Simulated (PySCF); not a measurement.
Shifts of the heteroatoms

Molfile (atoms numbered from 1):
```
C8H9OP
     RDKit          3D

 19 20  0  0  0  0  0  0  0  0999 V2000
   -3.7535    0.4762    0.3528 O   0  0  0  0  0  0  0  0  0  0  0  0
   -2.3341    0.2799    0.6480 P   0  0  0  0  0  5  0  0  0  0  0  0
   -1.4619   -1.1561   -0.0902 C   0  0  0  0  0  0  0  0  0  0  0  0
   -0.0366   -0.6942   -0.1399 C   0  0  0  0  0  0  0  0  0  0  0  0
    1.0613   -1.5322   -0.2252 C   0  0  0  0  0  0  0  0  0  0  0  0
    2.3379   -0.9930   -0.2619 C   0  0  0  0  0  0  0  0  0  0  0  0
    2.5167    0.3787   -0.2141 C   0  0  0  0  0  0  0  0  0  0  0  0
    1.4205    1.2227   -0.1261 C   0  0  0  0  0  0  0  0  0  0  0  0
    0.1439    0.6900   -0.0885 C   0  0  0  0  0  0  0  0  0  0  0  0
   -1.1159    1.4964    0.0115 C   0  0  0  0  0  0  0  0  0  0  0  0
   -2.0339    0.1882    2.0088 H   0  0  0  0  0  0  0  0  0  0  0  0
   -1.5943   -2.0849    0.4659 H   0  0  0  0  0  0  0  0  0  0  0  0
   -1.8711   -1.3036   -1.0968 H   0  0  0  0  0  0  0  0  0  0  0  0
    0.9208   -2.6028   -0.2616 H   0  0  0  0  0  0  0  0  0  0  0  0
    3.1945   -1.6472   -0.3261 H   0  0  0  0  0  0  0  0  0  0  0  0
    3.5126    0.7947   -0.2416 H   0  0  0  0  0  0  0  0  0  0  0  0
    1.5592    2.2933   -0.0859 H   0  0  0  0  0  0  0  0  0  0  0  0
   -1.4650    1.8212   -0.9759 H   0  0  0  0  0  0  0  0  0  0  0  0
   -1.0108    2.3820    0.6392 H   0  0  0  0  0  0  0  0  0  0  0  0
  1  2  2  0
  2  3  1  0
  3  4  1  0
  4  5  2  0
  5  6  1  0
  6  7  2  0
  7  8  1  0
  8  9  2  0
  9 10  1  0
 10  2  1  0
  9  4  1  0
  2 11  1  0
  3 12  1  0
  3 13  1  0
  5 14  1  0
  6 15  1  0
  7 16  1  0
  8 17  1  0
 10 18  1  0
 10 19  1  0
M  END
```

All values are calculated (PySCF 2.14): structure optimised with GFN2-xTB, PBE0/pcSseg-1 with gauge-including orbitals. Averaged over atoms made equivalent by symmetry, fast rotation or ring inversion, isolated molecule, one conformer, relativity neglected.

Task: What are the 31P shifts?

Result: 
| atoms | environment | σ (ppm) | δ (ppm) |
| --- | --- | --- | --- |
| P2 | phosphorus bonded to 2 C, O, H, in a 5-membered ring | 303.1 | 19.0 |

Shieldings were converted by a linear fit to measured shifts: 31P (scatter 18.1 ppm rms vs H3PO4, solution or neat liquid). A few per cent of atoms miss by over 2 rms, more outside the fitted compound classes.

On a 500 MHz spectrometer 31P resonates near 202.4 MHz, so 1 ppm is 202.4 Hz.

Task: Where does 17O resonate?

Result: 
| atoms | environment | σ (ppm) | δ (ppm) |
| --- | --- | --- | --- |
| O1 | P=O oxygen | 231.4 | 55.9 |

Shieldings were converted by a linear fit to measured shifts: 17O (scatter 10.7 ppm rms, 12.2 ppm with the 3 outliers that the fit left out vs liquid water, solution or neat liquid). A few per cent of atoms miss by over 2 rms, more outside the fitted compound classes.

On a 500 MHz spectrometer 17O resonates near 67.8 MHz, so 1 ppm is 67.8 Hz.
